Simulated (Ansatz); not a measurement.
The cluster Ga₃As₄ (the lowest doublet isomer of a short search). Charge 0, multiplicity 2. Geometry PBE-D4/def2-SVP, basis def2-SVP, Ansatz.

Cartesian coordinates in Å:
```
Ga 1.4506 -0.5314 -1.8607
Ga 0.5593 -1.5284 0.8257
Ga -0.5116 1.5129 -0.8815
As -1.1327 -1.1041 -1.2574
As -1.9701 -0.2265 0.8362
As 1.7685 0.8720 0.4419
As -0.1640 1.0056 1.8959
```

| run | HOMO (eV) | LUMO (eV) |
| --- | --- | --- |
| A | -4.61 | -4.10 |
| B | -4.95 | -4.12 |
| C | -5.42 | -3.51 |
| D | -7.28 | -0.78 |

The structure comes from a short search, and lower isomers may exist.

HOMO and LUMO are taken over both spins.

Question: The runs used HF, PBE, PBE0, r2SCAN. Estimate which is which.

Answer: A PBE (0 % exact exchange); B r2SCAN (0 % exact exchange); C PBE0 (25 % exact exchange); D HF (100 % exact exchange). Exact exchange lowers occupied and raises empty levels; among semilocal functionals meta-GGAs tend to open the gap a little, and such runs are hard to tell apart. The gap grows from 0.51 eV (PBE) to 6.49 eV (HF). At HF/def2-SVP the charge 0 doublet is spin-contaminated (final ⟨S²⟩ up to 0.93, 0.75 for a pure state).
